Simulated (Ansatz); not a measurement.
A run on Cl$_{3}$H$_{3}$OSiSn, SMILES `[SiH3][O][Sn]([Cl])([Cl])[Cl]` with other settings.

```yaml
crystal:
  periodic: [false, false, false]
  atoms:
    - {symbol: Si, position_ang: [0.204167, -1.451848, 0.901209]}
    - {symbol: O, position_ang: [0.699229, -0.210265, -0.052307]}
    - {symbol: Sn, position_ang: [-0.115073, 1.411009, -0.850531]}
    - {symbol: Cl, position_ang: [-1.731674, 0.619627, -2.272194]}
    - {symbol: Cl, position_ang: [1.616084, 2.451613, -2.018797]}
    - {symbol: Cl, position_ang: [-0.983602, 2.613730, 0.745118]}
    - {symbol: H, position_ang: [1.413642, -2.235363, 1.151967]}
    - {symbol: H, position_ang: [-0.836290, -2.281318, 0.229638]}
    - {symbol: H, position_ang: [-0.298201, -0.965721, 2.203969]}
basis:
  gaussian: {orbitals: def2-mTZVPP, fitting: {mean_field: cc-pVTZ-jkfit}}
hamiltonian: {xc: {name: PBE0}, pseudopotentials: {relativity: none}}
accuracy: high
output: {forces: true}
```

```sh
$ ansatz run in.yaml --threads 4 --pin off --events-out ev --progress --plain --max-ram 11315MiB
```

It prints (some lines left out):

```
Functional definition: PBE0
Error: <dir> the basis set cc-pVTZ-JKFIT has no functions for Sn
```
